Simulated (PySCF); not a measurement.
Computed Raman spectrum (relative Raman activity) of a molecule C3H10BN. Geometry optimised at r2SCAN-D4/def2-SVP. The values are those of a single conformer. These are r2SCAN-D4/def2-SVP (PySCF) values and carry that method's errors. Frequencies are harmonic and unscaled.

Lines under 2 % of the strongest are left out, and lines within 2 cm⁻¹ are merged.

```tsv
ν (cm⁻¹)	relative intensity
702	4.5
978	2.8
1254	2.7
1359	6.3
1388	3.2
1418	2.6
1438	7.2
1455	3.1
1479	18
1600	3.0
3006	36
3015	61
3020	100
3044	46
3100	30
3104	30
3107	56
3118	43
3585	75
3689	38
```

**Question.** Pick the molecule that these values belong to.
A. BNC(C)C
B. CNB(C)C
C. BN(C)CC
D. CCB(C)N

**Answer.** D, CCB(C)N
